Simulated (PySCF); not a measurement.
## Exercise with solution: oscillator strength and radiative lifetime

C2H6AlN, SMILES C=[CH][AlH][NH2].

Geometry: B3LYP-D3(BJ)/def2-SVP. The values are those of a single conformer.

TDDFT-LC-ωPBE/def2-SVPD in PySCF puts the first singlet state with f over 0.02 at 6.71 eV (vertical), with the transition dipole (-0.306, -1.513, 0.000) in atomic units.

Problem. Find the oscillator strength, the wavelength and the radiative lifetime that this transition would have in vacuum if emission retraced absorption.

Solution. 
|μ|² = 2.3828 au, so |μ| = 3.92 D. ΔE = 6.71/27.211 = 0.2466 hartree. f = (2/3) ΔE |μ|² = 0.392 (the program prints 0.392).
λ = 1239.84/6.71 = 185 nm; ν = 54120 cm⁻¹.
Einstein's coefficient A = 0.6670 ν² f s⁻¹ (ν in cm⁻¹) = 7.7e8 s⁻¹, so τ = 1/A = 1.3 ns. This state is S2; the lower singlet has f = 0.000. The figure is the radiative limit of this one transition; relaxation, internal conversion, crossing to triplets and a medium change what is measured.
